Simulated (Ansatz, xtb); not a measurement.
## FH7Si2Sn: where a starting geometry ends

The starting geometry of this gas-phase singlet has its atoms placed at random.

```yaml
atoms:
  - { symbol: F, position_ang: [1.4530, -1.5723, -0.8993] }
  - { symbol: Si, position_ang: [0.7074, 0.3887, -2.2712] }
  - { symbol: Si, position_ang: [-1.1942, -0.1731, -0.3906] }
  - { symbol: Sn, position_ang: [0.4700, -0.9043, 1.1976] }
  - { symbol: H, position_ang: [1.7623, 1.3664, -1.1185] }
  - { symbol: H, position_ang: [-2.2061, 0.0697, 0.6247] }
  - { symbol: H, position_ang: [1.1584, -0.8641, -0.1215] }
  - { symbol: H, position_ang: [1.3945, -2.1569, 0.7799] }
  - { symbol: H, position_ang: [-0.8820, -0.1490, -1.8781] }
  - { symbol: H, position_ang: [0.6432, 0.8482, -0.9133] }
  - { symbol: H, position_ang: [0.0251, 0.1021, -0.4293] }
```

One run relaxed it with r2SCAN-D4/def2-SVP. What is a likely outcome?

It ends as a structure given below by its coordinates. Distances that change by over a tenth: Si3–Sn4 (2.41 → 2.67 Å), Si3–H11 (1.25 → 1.50 Å), Sn4–H8 (1.61 → 1.79 Å). Contacts that open: F1–H7 (1.09 → 2.54 Å), Si2–H9 (1.72 → 4.04 Å), Sn4–H7 (1.49 → 3.94 Å), Sn4–H11 (1.96 → 3.46 Å). Contacts that close: F1–Si2 (2.51 → 1.67 Å), Si2–H5 (1.84 → 1.49 Å), Si2–H7 (2.53 → 1.48 Å).

The energy falls by 15.33 eV over 54 steps:

```json
{"step": "1", "E − E(last) (eV)": "15.330"}
{"step": "7", "E − E(last) (eV)": "4.098"}
{"step": "13", "E − E(last) (eV)": "3.367"}
{"step": "19", "E − E(last) (eV)": "2.997"}
{"step": "25", "E − E(last) (eV)": "2.384"}
{"step": "30", "E − E(last) (eV)": "1.821"}
{"step": "36", "E − E(last) (eV)": "0.098"}
{"step": "42", "E − E(last) (eV)": "0.015"}
{"step": "48", "E − E(last) (eV)": "0.005"}
{"step": "54", "E − E(last) (eV)": "0.000"}
```

Final geometry (Å):

```yaml
atoms:
  - { symbol: F, position_ang: [1.7395, 0.3267, 0.0280] }
  - { symbol: Si, position_ang: [2.0403, -0.0763, -1.5634] }
  - { symbol: Si, position_ang: [-1.6660, -0.0687, 0.2743] }
  - { symbol: Sn, position_ang: [0.4436, -1.1546, 1.5023] }
  - { symbol: H, position_ang: [2.7238, 1.1129, -2.1336] }
  - { symbol: H, position_ang: [-2.9216, -0.3069, 1.0633] }
  - { symbol: H, position_ang: [2.9277, -1.2638, -1.5597] }
  - { symbol: H, position_ang: [0.7452, -2.2118, 0.0861] }
  - { symbol: H, position_ang: [-1.9531, -0.4999, -1.1345] }
  - { symbol: H, position_ang: [0.7318, -0.3251, -2.2127] }
  - { symbol: H, position_ang: [-1.4798, 1.4228, 0.2302] }
```

From the same start GFN2-xTB ends elsewhere, in pieces: FH5Si2Sn + H2.

From so rough a start the end depends on the optimiser's path, so another program may land elsewhere. The end wasn't checked by frequencies. Atoms past krypton carry core potentials, without spin–orbit terms. Run with Ansatz 0.2.0, 88 s on 2 threads of Intel(R) Xeon(R) 6975P-C (Granite Rapids), with other jobs on the host.
